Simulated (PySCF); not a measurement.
Compound: CH2ClF3Si.
Bonds: F1–Si2, Si2–C3, C3–F4, C3–F5, C3–Cl6. Hydrogens: H7, H8 on Si2.

The same species was optimised twice, with GFN2-xTB and with PBE0-D3(BJ)/def2-SVP (PySCF), and the same property calculations (PySCF, gas phase) were run on both structures.

```
      coordinate  GFN2-xTB  PBE0-D3(BJ)/def2-SVP  change
      Si2–C3 (Å)     1.946                 1.922  -0.024
      F1–Si2 (Å)     1.597                 1.618  +0.021
       C3–F4 (Å)     1.350                 1.338  -0.012
       C3–F5 (Å)     1.353                 1.345  -0.008
      C3–Cl6 (Å)     1.790                 1.785  -0.005
   F1–Si2–C3 (°)     104.6                 108.2    +3.6
   Si2–C3–F5 (°)     111.7                 109.1    -2.6
    F4–C3–F5 (°)     105.1                 107.4    +2.3
  Si2–C3–Cl6 (°)     111.2                 110.2    -1.0
   F5–C3–Cl6 (°)     107.7                 108.5    +0.8
   F4–C3–Cl6 (°)     108.1                 108.7    +0.6
   Si2–C3–F4 (°)     112.8                 112.8     0.0
F1–Si2–C3–F4 (°)        65                    62      -3
```

Rotational constants: A = 2959, B = 1755, C = 1464 MHz (GFN2-xTB) against A = 2967, B = 1741, C = 1467 MHz (PBE0-D3(BJ)/def2-SVP). Point groups within 0.08 Å: C1 and C1.

On the GFN2-xTB structure: F1s of F1 (eV) 693.18 [delta-SCF UKS SCAN, pcX-2 on the ionised atom, pcseg-1 elsewhere, spin-free X2C]; Si1s of Si2 (eV) 1848.88 [delta-SCF UKS SCAN, pcX-2 on the ionised atom, pcseg-1 elsewhere, spin-free X2C]; Si2p of Si2 (eV) 109.22 [delta-SCF UKS SCAN, pcX-2 on the ionised atom, pcseg-1 elsewhere, spin-free X2C]; C1s of C3 (eV) 296.81 [delta-SCF UKS SCAN, pcX-2 on the ionised atom, pcseg-1 elsewhere, spin-free X2C]; F1s of F4 (eV) 693.83 [delta-SCF UKS SCAN, pcX-2 on the ionised atom, pcseg-1 elsewhere, spin-free X2C]; Cl1s of Cl6 (eV) 2829.30 [delta-SCF UKS SCAN, pcX-2 on the ionised atom, pcseg-1 elsewhere, spin-free X2C]; Cl2p of Cl6 (eV) 207.27 [delta-SCF UKS SCAN, pcX-2 on the ionised atom, pcseg-1 elsewhere, spin-free X2C].

Problem. What do these properties become on the PBE0-D3(BJ)/def2-SVP structure?

Solution. 
| property | level | on GFN2-xTB | on PBE0-D3(BJ)/def2-SVP | change |
| --- | --- | --- | --- | --- |
| F1s of F1 (eV) | delta-SCF UKS SCAN, pcX-2 on the ionised atom, pcseg-1 elsewhere, spin-free X2C | 693.18 | 693.12 | -0.06 |
| Si1s of Si2 (eV) | delta-SCF UKS SCAN, pcX-2 on the ionised atom, pcseg-1 elsewhere, spin-free X2C | 1848.88 | 1848.91 | +0.03 |
| Si2p of Si2 (eV) | delta-SCF UKS SCAN, pcX-2 on the ionised atom, pcseg-1 elsewhere, spin-free X2C | 109.22 | 109.22 | 0.00 |
| C1s of C3 (eV) | delta-SCF UKS SCAN, pcX-2 on the ionised atom, pcseg-1 elsewhere, spin-free X2C | 296.81 | 296.93 | +0.12 |
| F1s of F4 (eV) | delta-SCF UKS SCAN, pcX-2 on the ionised atom, pcseg-1 elsewhere, spin-free X2C | 693.83 | 694.08 | +0.25 |
| Cl1s of Cl6 (eV) | delta-SCF UKS SCAN, pcX-2 on the ionised atom, pcseg-1 elsewhere, spin-free X2C | 2829.30 | 2829.40 | +0.10 |
| Cl2p of Cl6 (eV) | delta-SCF UKS SCAN, pcX-2 on the ionised atom, pcseg-1 elsewhere, spin-free X2C | 207.27 | 207.37 | +0.10 |

The heavy atoms differ by 0.041 Å rms after alignment. Among bonds between heavy atoms Si2–C3 changes most (-0.024 Å). Changes are differences of the printed values. Neither structure is proved a minimum here.

Shape of the structure used: `[F:1][SiH2:2][C:3]([F:4])([F:5])[Cl:6]`: F1–Si2–C3–F4 62°.
